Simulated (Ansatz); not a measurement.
Basis-set extrapolation for `O[SiH](O)N[SiH](F)F` (PBE0-D4/def2-TZVP geometry, frozen core, the Gaussian-basis code of Ansatz). Multiplicity 1, RHF reference.

```csv
,def2-TZVPP,def2-QZVPP
HF,-984.377327,-984.416735
MP2 correlation,-1.418011,-1.541397
CCSD(T) correlation,-1.490570,not run
```

Energies in hartree. Use E(X) = E(∞) + A·exp(−7.88·√X) for Hartree–Fock and E(X) = E(∞) + B·X^(−2.97) for correlation, with X = 3 and 4, and add CCSD(T) minus MP2 of the smaller set to the MP2 limit.

Task: What is the CCSD(T) energy at the basis-set limit?

Result: HF limit: -984.416735 + (-0.039408) × 0.13774 = -984.42216. MP2 limit: -1.541397 + (-0.123386) × 0.74074 = -1.63279. Higher-order term: -1.490570 − (-1.418011) = -0.07256. Total: -986.12751 hartree, 7.06 eV below CCSD(T)/def2-TZVPP.
